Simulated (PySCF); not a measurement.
PySCF was given this input:
```python
from pyscf import gto, scf, mp

mol = gto.M(
    atom='''
B    -0.731306    0.036652   -0.007048
N     0.600864   -0.030115    0.005791
H    -1.510171   -0.846000   -0.168638
H    -1.420984    0.992907    0.140388
H     1.233218    0.751516   -0.169297
H     1.148421   -0.870881    0.192251
''',
    basis='sto-3g',
    charge=1,
    spin=1,
    verbose=3,
)

mf = scf.UHF(mol)
mf.kernel()

pt = mp.MP2(mf)
pt.kernel()
print('E(MP2) = %.10f' % pt.e_tot)
```

Problem. What does this run give for the total energy, SCF-reference <S^2>, MP2 correlation energy, nuclear repulsion energy?

Solution. 
| Item | Value |
|---|---|
| total energy | -80.2156 Eh |
| SCF-reference <S^2> | 0.771 |
| MP2 correlation energy | -0.0725 Eh |
| nuclear repulsion energy | 32.7147 Eh |

These values belong to the state on which the SCF converged, which isn't shown to be the lowest.
